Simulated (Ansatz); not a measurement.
Program: Ansatz. Geometries: PBE0-D4/def2-TZVP. ΔE: electronic, gas phase. CCSD(T)/CBS is the MP2 limit (def2-TZVPP, def2-QZVPP) plus CCSD(T) − MP2 in def2-TZVPP, frozen cores. DFT in def2-TZVPP. For Zn outer-core shells are correlated without core-valence functions, which leaves a few kJ/mol of doubt a bond. Scalar relativity is left out up to krypton. One conformer a species, not always the lowest.

Reaction (formal exchange of groups at a Zn–C bond): `CC[CH2][ZnH]` + `B[SiH2]O` → `O[SiH2][BH][ZnH]` + `CCC`

`CC[CH2][ZnH]`:

```xyz
12

C    -1.278    0.245   -0.616
C    -0.311    0.730    0.451
C     1.113    0.216    0.249
Zn    1.303   -1.732    0.203
H    -1.371   -0.847   -0.603
H    -2.279    0.660   -0.480
H    -0.933    0.529   -1.615
H    -0.317    1.828    0.457
H    -0.684    0.429    1.436
H     1.514    0.608   -0.694
H     1.773    0.603    1.035
H     1.470   -3.270    0.177
```

`B[SiH2]O`:

```xyz
8

B     1.338    0.308   -0.141
Si   -0.650    0.250    0.116
O    -1.414   -1.125   -0.397
H     2.006   -0.648   -0.411
H     1.916    1.343    0.027
H    -1.325    1.360   -0.607
H    -0.861    0.473    1.583
H    -1.010   -1.962   -0.171
```

`O[SiH2][BH][ZnH]`:

```xyz
9

O    -1.628    0.614    0.151
Si   -0.488    0.211   -0.988
B     1.152   -0.435   -0.059
Zn    1.254   -0.529    2.011
H    -2.471    0.943   -0.165
H    -1.028   -0.844   -1.904
H    -0.177    1.399   -1.846
H     2.065   -0.763   -0.765
H     1.321   -0.595    3.564
```

`CCC`:

Cartesian coordinates in Å:
```
C -0.862 0.259 0.918
C 0.040 0.550 -0.270
C 0.832 -0.666 -0.717
H -0.279 -0.082 1.779
H -1.583 -0.528 0.679
H -1.424 1.144 1.225
H -0.565 0.920 -1.106
H 0.729 1.362 -0.015
H 1.474 -0.438 -1.572
H 0.166 -1.483 -1.010
H 1.471 -1.038 0.089
```

Q: Is it downhill or uphill in electronic energy at CCSD(T)/CBS, and by how much? (Estimate.)

A: Computed: Downhill: ΔE = -26.2 kJ/mol.

Q: What do these levels give: PBE-D4, r2SCAN-D4, PBE, PBE0, HF/def2-QZVPP, SCS-MP2/def2-QZVPP? (Estimate.)

A: Ansatz gave: PBE-D4 -30.4, r2SCAN-D4 -28.0, PBE -31.5, PBE0 -32.3, HF/def2-QZVPP -33.0, SCS-MP2/def2-QZVPP -21.3 kJ/mol.

Largest T1 diagnostic among the species: 0.014.

In def2-TZVPP, CCSD(T) changes the Hartree–Fock value by +7.7 kJ/mol (the triples alone add +1.5 kJ/mol) and MP2 by +14.6 kJ/mol.
